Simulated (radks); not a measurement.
Results of a calculation; reference values are marked as such.
The mercury ion Hg+, 79 electrons, occupied as [Xe] 4f14 5d10 6s1. Level of theory: non-relativistic Kohn-Sham, TPSS, spin-polarised, spherical densities, point nucleus; open shells are filled with parallel spins first (spin-orbit coupling, left out, can overturn this in heavy ions); meta-GGA in the generalised Kohn-Sham scheme; relativity is left out, which matters for an element this heavy (a radial shooting solver on a logarithmic mesh with Libxc functionals).

Normalised radial functions P(r) = r R(r), r in bohr:

| r | 5d up | 6s up |
|---|---|---|
| 0.002119 | 0.0000 | 0.0277 |
| 0.002467 | 0.0001 | 0.0313 |
| 0.002872 | 0.0001 | 0.0352 |
| 0.003371 | 0.0001 | 0.0396 |
| 0.003924 | 0.0002 | 0.0439 |
| 0.004568 | 0.0004 | 0.0483 |
| 0.005318 | 0.0006 | 0.0525 |
| 0.006192 | 0.0009 | 0.0563 |
| 0.007208 | 0.0013 | 0.0594 |
| 0.008391 | 0.0020 | 0.0614 |
| 0.009769 | 0.0031 | 0.0618 |
| 0.01137 | 0.0046 | 0.0599 |
| 0.01324 | 0.0070 | 0.0552 |
| 0.01541 | 0.0104 | 0.0471 |
| 0.01794 | 0.0154 | 0.0350 |
| 0.02089 | 0.0225 | 0.0187 |
| 0.02432 | 0.0324 | -0.0016 |
| 0.02831 | 0.0461 | -0.0251 |
| 0.03296 | 0.0645 | -0.0500 |
| 0.03837 | 0.0885 | -0.0735 |
| 0.04466 | 0.1186 | -0.0918 |
| 0.052 | 0.1547 | -0.1003 |
| 0.06053 | 0.1954 | -0.0946 |
| 0.07047 | 0.2374 | -0.0715 |
| 0.0827 | 0.2769 | -0.0284 |
| 0.09627 | 0.3012 | 0.0258 |
| 0.1121 | 0.3023 | 0.0826 |
| 0.1305 | 0.2694 | 0.1271 |
| 0.1519 | 0.1949 | 0.1432 |
| 0.1768 | 0.0780 | 0.1187 |
| 0.2059 | -0.0714 | 0.0522 |
| 0.2397 | -0.2312 | -0.0428 |
| 0.279 | -0.3684 | -0.1381 |
| 0.3248 | -0.4464 | -0.1984 |
| 0.3781 | -0.4351 | -0.1946 |
| 0.4402 | -0.3218 | -0.1173 |
| 0.5124 | -0.1172 | 0.0162 |
| 0.5966 | 0.1469 | 0.1660 |
| 0.6945 | 0.4255 | 0.2824 |
| 0.8085 | 0.6711 | 0.3226 |
| 0.9412 | 0.8433 | 0.2652 |
| 1.096 | 0.9199 | 0.1180 |
| 1.276 | 0.9042 | -0.0857 |
| 1.485 | 0.8184 | -0.3029 |
| 1.729 | 0.6897 | -0.4928 |
| 2.029 | 0.5359 | -0.6294 |
| 2.362 | 0.3938 | -0.6823 |
| 2.75 | 0.2695 | -0.6599 |
| 3.201 | 0.1700 | -0.5750 |
| 3.726 | 0.0975 | -0.4522 |
| 4.338 | 0.0504 | -0.3219 |
| 5.05 | 0.0233 | -0.2064 |
| 5.879 | 0.0093 | -0.1169 |
| 6.844 | 0.0032 | -0.0571 |
| 7.968 | 0.0009 | -0.0236 |
| 9.276 | 0.0002 | -0.0080 |

5d up: eigenvalue -20.470 eV, 2 radial nodes at r = 0.192, 0.550 bohr, <r> = 1.45 bohr, 90 % of the charge inside 2.23 bohr. 6s up: eigenvalue -12.415 eV, 5 radial nodes at r = 0.0240, 0.0898, 0.224, 0.504, 1.20 bohr, <r> = 2.84 bohr, 90 % of the charge inside 4.16 bohr.
